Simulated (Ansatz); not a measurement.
Cartesian coordinates in Å:
```
C 0.990 -0.046 0.948
C 0.316 0.583 -0.263
Ga -1.300 -0.343 -0.862
Cl -2.048 -2.098 0.112
Cl -2.473 0.291 -2.535
H 0.327 -0.071 1.815
H 1.884 0.517 1.231
H 1.298 -1.075 0.751
H 0.986 0.620 -1.127
H 0.021 1.620 -0.070
```

The species carries charge 0 and has multiplicity 1.

(1) List the CAM-B3LYP/def2-TZVPP orbital energies in eV (Ansatz). (Best estimate.)

Results:

(1) Computed: Occupied: -10140.77, -2764.15, -2764.14, -1252.36, -1109.67, -1109.57, -1109.53, -279.39, -279.03, -258.91, -258.90, -197.95, -197.94, -197.84, -197.83, -197.82, -197.81, -152.73, -106.22, -106.01, -105.91, -26.21, -26.13, -25.93, -25.88, -25.85, -24.18, -23.65, -23.24, -19.34, -14.64, -14.52, -13.48, -12.64, -11.83, -11.66, -11.06, -10.96, -10.47, -10.25, -9.73. Lowest empty: -0.26, 0.20, 1.86, 2.32, 3.25, 3.60, 3.67, 4.13.
